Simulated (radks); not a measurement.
Values are calculated unless marked as measured or tabulated.
Neutral germanium inside a hard spherical wall (all orbitals vanish at R), configuration held at [Ar] 3d10 4s2 4p2 and not refilled when levels cross. Level of theory: non-relativistic Kohn-Sham, LDA (Slater exchange, VWN5 correlation), spin-unpolarised, spherical densities, point nucleus (a radial shooting solver on a logarithmic mesh with Libxc functionals). Eigenvalues in eV, with the zero of energy where the potential of the charges vanishes at infinity; a dash marks a level that is unbound or too diffuse for the functional's potential to be trusted. A positive occupied level is held by the wall or, in an anion where self-interaction has pushed it up, behind a barrier. The pressure on the wall is -dE/dV.

R (bohr)  E (hartree)  kinetic (hartree)    e(3p)    e(3d)    e(4s)   e(4p)  e(5s, empty)  e(5p, empty)  pressure (GPa)
free      -2073.80733           2071.782  -114.15  -30.404  -11.606  -4.079        -0.427             -               0
20        -2073.80733           2071.782  -114.15  -30.404  -11.606  -4.079        -0.414         0.365        < 0.0001
12        -2073.80729           2071.783  -114.14  -30.397  -11.601  -4.073        -0.124         1.271        0.000777
10        -2073.80695           2071.786  -114.10  -30.361  -11.572  -4.044         0.326         2.205         0.00982
7         -2073.79726           2071.848  -113.59  -29.855  -11.181  -3.604         3.248         6.850           0.531
5         -2073.70651           2072.289  -111.36  -27.649   -9.454  -1.371        13.142        19.567            11.5
4         -2073.44730           2073.326  -107.83  -24.199   -6.252   2.872        29.219        38.184            70.3
3         -2072.31002           2077.191  -99.370  -15.962    4.235  16.127        74.396        87.326             602
2         -2065.00979           2099.596  -72.180   11.651   57.070  76.516        249.29        266.31           10700
1.5       -2045.36791           2156.555  -27.547   60.350   178.02  202.95        562.34        572.87           78600
